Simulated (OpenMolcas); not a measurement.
# Ba: effect of the basis set

```json
{
 "Program": "OpenMolcas",
 "Method": "MS-CASPT2, IPEA 0.25 Eh, imaginary shift 0.1 Eh (closed shells correlated: 5s 5p)",
 "Active space": "2 electrons in 8 orbitals (6s 6p 7s 7p)",
 "State averaging": "2S+1 = 3 even, 1 root; 2S+1 = 1 even, 7 roots; 2S+1 = 3 odd, 3 roots; 2S+1 = 1 odd, 3 roots",
 "Spin-orbit coupling": "state interaction with AMFI integrals over the reference wave functions, term energies averaged over their components"
}
```

A. ANO-RCC-VTZP [8s7p4d2f1g], DKH2, point nucleus; CASPT2 step roughly 8 core-seconds
B. ANO-RCC-VQZP [9s8p5d3f2g], DKH2, point nucleus; CASPT2 step roughly 10 core-seconds
C. ANO-RCC [12s10p8d4f2g], DKH2, point nucleus; CASPT2 step about 16 core-seconds

Energies in cm-1 above 6s2 1S0, the measured ground level; measured values from NIST Handbook of Basic Atomic Spectroscopic Data.

| Level | A | B | C | Measured |
| --- | --- | --- | --- | --- |
| 6s2 1S0 | 0.0 | 0.0 | 0.0 | 0.0 |
| 6s 6p 3P* 0 | 12010 | 12080 | 12160 | 12266 |
| 6s 6p 3P* 1 | 12270 | 12360 | 12430 | 12637 |
| 6s 6p 3P* 2 | 12810 | 12950 | 12990 | 13515 |
| 6s 6p 1P* 1 | 21110 | 20500 | 20750 | 18060 |

Deviations, from unrounded energies. A percentage is the sum of absolute deviations over the sum of measured energies, with the sign that they share, or ± where signs differ.

```
           Against measurement  Levels     A     B     C
mean absolute deviation (cm-1)       4  1100   870   880
      other configurations (%)       4  ±7.7  ±6.1  ±6.3
```

B, C lie about equally close to measurement and A furthest from it. The largest miss of B in the table is 6s 6p 1P* 1, by +2400 cm-1. The ranking rests on the paired levels alone, and a cruder setting can come out closer through cancelling errors.

Among A to C the level of the table that moves most is 6s 6p 1P* 1, by 610 cm-1 (lowest in B, highest in A). Moves below CASPT2's spread within the term are not significant.

Term energies are means over components that CASPT2 splits; among the terms shown or strongly mixed into the levels shown the widest spread is 44 cm-1 (6s 6p 1P*, C). Over all roots computed the reference weight is 0.88 to 0.94 in B, 0.88 to 0.94 in C; the roots of lowest weight are the least certain, and an intruder state may touch them. The run also gave levels led by 6s 7s, which use shells meant for correlation; these and all levels above them are left out. Computed and measured levels are paired by configuration, term and J; levels that our copy of the source lacks, or whose pairing is in doubt (as where it misses far off the trend of its configuration), stay unpaired and out of the deviations. Only configurations of the active space appear. Levels that lie high or do not pair safely by name in every column are left out.

* marks odd parity.
